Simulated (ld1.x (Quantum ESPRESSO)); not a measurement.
The numbers below are computed, except where a source is named.
## Potentials for I (Z = 53) compared

Generated with ld1.x 7.5 (TM, RRKJ, ultrasoft, PAW), atompaw 4.2 or ONCVPSP 4.0.1. The cutoff is in Ry: for ld1.x and atompaw files where the sum of valence levels is converged to 10 mRy in a Bessel basis, for ONCV files where the hardest occupied wave has 1 mHa per electron of residual kinetic energy. The error is the largest all-electron minus pseudo excitation energy over each file’s own four to seven test configurations (ionisations up to +4, promotions, holes and added fractions of an electron), all of which were solved. The labels leave out finer settings (local radius, basis sizes, second energies), which also bear on the numbers. Spin-polarised tests are not counted. The rows are a selection from randomly drawn settings: files with unsolved tests, undetermined cutoffs or missed reference levels are left out.

A true bound ghost makes a file unfit for plane-wave use even where its test errors are small: the radial tests pick states by their node count and pass the ghost by.

```tsv
potential	cutoff (Ry)	largest error (meV)	bound ghosts
TM, Wu–Cohen, scalar-relativistic, rc 1.50/2.00/2.10 (spd), local s, core correction no, reference 5s2 5p3	50	+15	none
TM, PBE, fully relativistic, rc 1.65/1.45/1.35 (spd), local s, core correction yes, reference 5s2 5p5	110	-57	p3/2, p1/2
TM semilocal, PBE, non-relativistic, rc 1.65/1.80 (sp), local s, core correction yes, reference 5s2 5p5	35	-60	none
TM semilocal, PW91, scalar-relativistic, rc 1.65/2.10/1.50 (spd), local p, core correction yes, reference 4d10 5s2 5p4	100	-363	none
```

Question: Fill in the row for I: TM, LDA (PZ), scalar-relativistic, rc 1.30/2.00/1.85 (spd), local p, core correction yes, reference 5s2 5p5.

Answer: cutoff 110 Ry, largest error -92 meV, bound ghosts: d.
